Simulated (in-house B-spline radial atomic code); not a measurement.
# Ionising K2+ with different functionals

Computed with an all-electron radial atomic-structure program (B-spline basis): non-relativistic Hamiltonian, point nucleus, spin-polarised at highest spin, spherical fractional occupations for the functionals, and exact exchange of hybrids averaged over the configuration. The ionisation energy is the difference of two self-consistent energies, [Ne] 3s2 3p5 → [Ne] 3s2 3p4, without Breit or QED terms; ε is the level of the shell that loses the electron (its least bound occupied spin orbital).

```csv
method,rung,ΔSCF (eV),-ε(3p) (eV)
PBE0,global hybrid,45.78,40.61
B3LYP,global hybrid,45.85,40.24
TPSSh,global hybrid,45.85,39.49
M06-2X,global hybrid,45.74,42.74
BHandHLYP,global hybrid,?,?
r2SCAN0,global hybrid,?,?
B97-1,global hybrid,45.79,40.25
HSE06,range-separated hybrid,45.78,40.18
wB97X,range-separated hybrid,45.78,43.28
CAM-B3LYP,range-separated hybrid,45.83,42.16
LC-wPBE,range-separated hybrid,45.95,43.75
```

Task: What does r2SCAN0 give?

Result: ΔSCF 45.84 eV, and -ε(3p) = 40.79 eV.

Task: What does BHandHLYP give?

Result: ΔSCF 45.63 eV, and -ε(3p) = 42.48 eV.

Task: Among the functionals, which spreads more, the ΔSCF values or the orbital energies?

Result: The orbital energies: ΔSCF values span about 0.31 eV and the orbital energies 4.27 eV; here energy differences depend much less on the functional than eigenvalues do.

Task: How do they compare with the NIST value?

Result: NIST lists 45.803 eV ± 0.0017 (semi-empirical, ground level to ground level). Errors run from -0.17 to +0.15 eV; B97-1 is closest (-0.01 eV), but part of that can be cancellation, since the calculations leave out relativity, Breit-QED terms, multiplet and fine-structure energies.
